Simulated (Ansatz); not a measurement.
Job for Ansatz (a quantum-chemistry and plane-wave program): R-r2SCAN/def2-TZVPPD on ClH3Si (SMILES [SiH3]Cl). Files ending in .json are basis or fitting sets from the Basis Set Exchange.

Ansatz 0.2 input:
```yaml
crystal:
  periodic: [false, false, false]
  atoms:
    - {symbol: Si, position_ang: [0.70977749, 0.07335040, 3.23326009]}
    - {symbol: Cl, position_ang: [-0.98528245, 0.96309388, 2.43552327]}
    - {symbol: H, position_ang: [0.78060429, -1.31824759, 2.75476011]}
    - {symbol: H, position_ang: [0.56888002, 0.10633308, 4.70319930]}
    - {symbol: H, position_ang: [1.89040120, 0.84777983, 2.81257205]}
basis:
  gaussian:
    orbitals: def2-TZVPPD.json
hamiltonian:
  xc: {name: r2SCAN}
scf: {lower_state_search: off}
```

It printed:

```
WARN ansatz: RAYON_NUM_THREADS=2 ignored (pool sized by the plan → 2); use --threads N
Functional definition: r2SCAN
these checks for a lower state are left out or cut short: stability, starts, cluster_reference, orbital_swaps, neighbouring_geometries, increment
integrals: 0.06 GiB planned
806 factors; their error is unknown
mean field: 0.48 GiB planned
mean field evaluation 1: about -20448.7626 eV, gradient 1.4e1 eV
mean field evaluation 2: about -20449.0682 eV, gradient 1.0e1 eV
mean field evaluation 4: about -20449.3125 eV, gradient 8.4e-1 eV
mean field evaluation 8: about -20449.2929 eV, gradient 2.5e-1 eV
mean field evaluation 16: about -20449.2930 eV, gradient 6.7e-6 eV
mean field -20449.29297311 eV, -751.4976557331 hartree, gradient 7.1e-6 eV, S^2 0.000000; 0 other end points of the search recorded, 0 dependent functions left out
reference -20449.29299059 eV, -751.4976563754 hartree; 17, 17 occupied and 133, 133 virtual orbitals, 806 factors
Total energy: -20449.29299059 eV, -751.4976563754 hartree
Checks for a lower state left out: stability, starts, cluster_reference, orbital_swaps, neighbouring_geometries, increment
```

The calculation finished and met its thresholds.

Cost: around 2.8 core-seconds (rough).
